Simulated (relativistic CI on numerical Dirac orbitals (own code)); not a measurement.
# Ligand-field terms of d7

Computed with a parametric ligand-field model of a d^n configuration (Racah B and C, spin-orbit zeta, crystal field), exact diagonalisation.

Field parameters in Wybourne normalisation: Oh B⁴₀ = 21Dq, B⁴₄ = √(5/14) B⁴₀. The field is a parameter set, without covalency, and values of 10Dq over about 45,000 cm⁻¹ lie beyond real compounds.

B = 1020 cm⁻¹, C = 4670 cm⁻¹ (C/B = 4.58), Oh, no spin-orbit coupling. Tanabe-Sugano data, E/B above the lowest term (Δ = |10Dq|; b, c mark the second and third term of a kind):

```tsv
Δ/B	4T1	4T2	4A2	4T1(b)	2E	2T1	2T2	2T1(b)
1.0	0.00	0.81	1.81	15.62	18.06	18.32	18.12	22.94
5.0	0.00	4.22	9.22	18.44	15.71	19.08	19.09	23.66
9.0	0.00	7.82	16.82	21.63	12.08	19.04	19.44	24.18
13.0	0.00	11.53	24.53	25.06	8.27	18.91	19.54	24.52
17.0	0.00	15.32	32.32	28.64	4.39	18.78	19.56	24.76
21.0	0.00	19.16	40.16	32.31	0.48	18.67	19.55	24.94
25.0	3.45	26.47	51.47	39.50	0.00	22.03	22.97	28.51
29.0	7.39	34.31	63.31	47.23	0.00	25.89	26.89	32.54
33.0	11.33	42.17	75.17	55.01	0.00	29.77	30.81	36.56
37.0	15.29	50.06	87.06	62.83	0.00	33.67	34.75	40.58
41.0	19.25	57.96	98.96	70.67	0.00	37.58	38.69	44.58
45.0	23.22	65.88	110.88	78.53	0.00	41.51	42.64	48.59
```

The ground term changes from 4T1 to 2E between Δ/B = 21.0 and 25.0.
